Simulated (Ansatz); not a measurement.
Reactions of CH7NO2Zr (`[CH3][Zr]([NH2])([OH])[OH]`).

Gas-phase electronic energies from Ansatz, PBE0-D4/def2-TZVP geometries. CCSD(T)/CBS adds triple-zeta CCSD(T) − MP2 to the extrapolated MP2 energy (def2 sets, frozen cores). DFT in def2-TZVPP. B3LYP here is the variant with VWN-RPA as its local correlation; programs differ in this. def2 core potentials past Kr. For Br, Ga, In, Mg, Zr outer-core shells are correlated without core-valence functions, which leaves a few kJ/mol of doubt a bond. Scalar relativity is left out up to krypton. One conformer a species, not always the lowest.

```json
{"reaction": "`[CH3][Zr]([NH2])([OH])[OH]` + `[OH][Ga]([F])[SH]` → `[CH3][Zr]([OH])([OH])[OH]` + `[NH2][Ga]([F])[SH]`", "HF/CBS(def2) (kJ/mol)": "-58", "ωB97X-V (kJ/mol)": "-55", "B3LYP-D4 (kJ/mol)": "-52", "r2SCAN-D4 (kJ/mol)": "-51"}
{"reaction": "`[CH3][Zr]([NH2])([OH])[OH]` + `C[O][Mg][Br]` → `C[O][Zr]([CH3])([NH2])[OH]` + `[OH][Mg][Br]`", "HF/CBS(def2) (kJ/mol)": "-7", "ωB97X-V (kJ/mol)": "-10", "B3LYP-D4 (kJ/mol)": "-12", "r2SCAN-D4 (kJ/mol)": "-11"}
{"reaction": "`[CH3][Zr]([NH2])([OH])[OH]` + `[CH3][Ga]([CH3])[F]` → `[CH3][Zr]([NH2])([OH])[F]` + `[CH3][Ga]([CH3])[OH]`", "HF/CBS(def2) (kJ/mol)": "-8", "ωB97X-V (kJ/mol)": "-15", "B3LYP-D4 (kJ/mol)": "-14", "r2SCAN-D4 (kJ/mol)": "-18"}
{"reaction": "`[CH3][Zr]([NH2])([OH])[OH]` + `C[N](C)[InH][Br]` → `C[N](C)[Zr]([CH3])([OH])[OH]` + `[NH2][InH][Br]`", "HF/CBS(def2) (kJ/mol)": "-4", "ωB97X-V (kJ/mol)": "-6", "B3LYP-D4 (kJ/mol)": "-7", "r2SCAN-D4 (kJ/mol)": "-7"}
{"reaction": "`[CH3][Zr]([NH2])([OH])[OH]` + `[NH2][Zr]([OH])([F])[F]` → `[NH2][Zr]([NH2])([OH])[OH]` + `[CH3][Zr]([OH])([F])[F]`", "HF/CBS(def2) (kJ/mol)": "5", "ωB97X-V (kJ/mol)": "6", "B3LYP-D4 (kJ/mol)": "6", "r2SCAN-D4 (kJ/mol)": "6"}
```

(1) Give the CCSD(T)/CBS values in the same order. (Best estimate.)

Largest T1 diagnostic: 0.017, for `[NH2][Zr]([OH])([F])[F]`.

Answers

(1) The calculation gave: -55, -11, -15, -3, 7 kJ/mol.
